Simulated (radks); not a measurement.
Values are calculated unless marked as measured or tabulated.
Isoelectronic series with 4 electrons, all held in the configuration [He] 2s2, which need not be the ground one along the series. Code: a radial shooting solver on a logarithmic mesh with Libxc functionals. Model: scalar-relativistic Kohn-Sham, r2SCAN, spin-polarised, spherical densities, finite nucleus; meta-GGA in the generalised Kohn-Sham scheme; Fermi nuclear charge, rms radius of each element as measured or else 0.836 A^(1/3) + 0.57 fm. Total energies (hartree) and mean radii <r> (bohr):

ion	E (hartree)	2s	1s
Be	-14.65204	2.618	0.4182
N3+	-51.19265	1.108	0.2281
Ne6+	-110.32761	0.7098	0.1566
Al9+	-192.13997	0.5224	0.1191
S12+	-296.75585	0.4131	0.09598
K15+	-424.33846	0.3414	0.08032
Ti18+	-575.08862	0.2907	0.06900
Mn21+	-749.24626	0.2529	0.06042
Ni24+	-947.09223	0.2236	0.05369
Ga27+	-1168.94961	0.2002	0.04826
Se30+	-1415.18858	0.1811	0.04379
Rb33+	-1686.22806	0.1651	0.04004
Zr36+	-1982.53848	0.1516	0.03684
Tc39+	-2304.64527	0.1400	0.03408
Pd42+	-2653.13850	0.1299	0.03168
In45+	-3028.67524	0.1210	0.02955
Te48+	-3431.98035	0.1131	0.02767
Cs51+	-3863.8722	0.1061	0.02598
Ce54+	-4325.2463	0.09979	0.02445
Pm57+	-4817.1016	0.09407	0.02307
Gd60+	-5340.5201	0.08886	0.02181
Ho63+	-5896.8073	0.08409	0.02065
